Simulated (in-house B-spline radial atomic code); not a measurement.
# RPA and G0W0 on Hartree-Fock: Li2+

Configuration 1s1, highest spin, mean-field start Hartree-Fock. Computed with an all-electron radial atomic-structure program (B-spline basis): all electrons, non-relativistic, point nucleus, each spin shell either full or empty, empty states to l = 9 with an (l + 1/2)⁻⁴ tail; G0W0 by contour deformation at full frequency.

With one electron the exact correlation energy is zero, so what RPA and GW give is self-correlation.

Command:
```bash
python run_gw.py task.json out
```
Settings (radii: box in bohr, nucleus in fm):
```
Z                        3
electrons                1
configuration            1s1
hamiltonian              nr
method                   hf
lmax                     9
spin_polarised           True
box_radius               17.55
intervals                43
ion_configuration        bare nucleus
```

Time taken, with all properties: 0.2 s on 1 thread of Arm Neoverse V2, with other jobs on the host.

Energies (hartree):

| term | value |
| --- | --- |
| mean-field total | -4.50000 |
| Hartree-Fock functional on these orbitals | -4.50000 |
| direct second order | -0.020128 |
| second-order exchange | 0.020128 |
| SOSEX correction | 0.019461 |

Q: What is the RPA correlation energy, and what remains with SOSEX?

A: RPA gives -0.019461 hartree (-0.53 eV per electron); RPA + SOSEX gives 0, and the second-order doubles (MP2) 0 hartree. SOSEX takes back 100 % of the RPA value.

Quasi-particle levels (eV):

```tsv
level	occupied	mean field	Σx - vxc	Σc	QP weight	G0W0
1s up	yes	-122.45	0.00	?	?	?
1s down	no	-73.18	0.00	-1.89	0.993	-75.08
```

G0W0 = mean field + (Σx - vxc) + Σc, with Σc (partial-wave tail included) taken at the quasi-particle energy.

Q: Where does G0W0 put 1s up?

A: At -122.38 eV, with Σc = 0.07 eV and a quasi-particle weight of 0.991. The tabulated removal energy is 122.454 eV (NIST, tabulated theory).

Q: What does it cost to remove one electron (to the bare nucleus) by differences of total energies, each species on its own start (correlation terms add to the Hartree-Fock functional)?

A: Hartree-Fock functional 122.45 eV, + RPA 122.98 eV, + RPA + SOSEX 122.45 eV, + second order 122.45 eV. Tabulated: 122.454 eV (NIST, tabulated theory).
